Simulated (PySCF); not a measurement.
**Potential energy of LiCd⁺ along the bond**

Set-up: PySCF, scalar-relativistic core potentials, basis sets Li def2-SVPD, Cd def2-SVPD with ECP28. Energies in eV from Li⁺ + Cd in their ground configurations at the same level. State: ¹Σ⁺ (singlet), closed shell.

All columns are r²SCAN. A positive dipole points towards Cd; it is taken about the centre of mass and depends on that origin.

| R (Å) | E (eV) | μ (D) | Mulliken charge on Li (basis-dependent) | HOMO (eV) | LUMO (eV) | Mayer bond order | ⟨S²⟩ |
| --- | --- | --- | --- | --- | --- | --- | --- |
| 2.402 | -0.433 | -7.05 | 0.77 | -11.63 | -6.46 | 0.41 | 0.00 |
| 2.514 | -0.528 | -7.50 | 0.77 | -11.49 | -6.48 | 0.41 | 0.00 |
| 2.625 | -0.580 | -7.97 | 0.77 | -11.34 | -6.48 | 0.40 | 0.00 |
| 2.709 | -0.599 | -8.35 | 0.78 | -11.23 | -6.48 | 0.39 | 0.00 |
| 2.793 | -0.604 | -8.74 | 0.79 | -11.12 | -6.47 | 0.38 | 0.00 |
| 2.877 | -0.600 | -9.14 | 0.80 | -11.02 | -6.46 | 0.36 | 0.00 |
| 2.989 | -0.583 | -9.68 | 0.81 | -10.87 | -6.44 | 0.34 | 0.00 |
| 3.128 | -0.548 | -10.40 | 0.83 | -10.70 | -6.41 | 0.31 | 0.00 |
| 3.296 | -0.497 | -11.28 | 0.86 | -10.49 | -6.36 | 0.27 | 0.00 |
| 3.519 | -0.423 | -12.50 | 0.89 | -10.23 | -6.29 | 0.21 | 0.00 |

A fit through these points gives, at Re = 2.794 Å, μ = -8.74 D and dμ/dR = -4.70 D/Å; the reduced mass is 6.609 u.

How strong is the fundamental in the double-harmonic approximation, I = 42.26·(dμ/dR)²/μred km/mol?

I = 42.26·(-4.70)²/6.609 = 141 km/mol at r²SCAN.

Closed-shell solutions of metal pairs were not tested for spin polarisation, which can lower them a little. For an ion De counts to the pair picked by the measured ionisation energies or electron affinities, which need not be the lowest pair at this level.
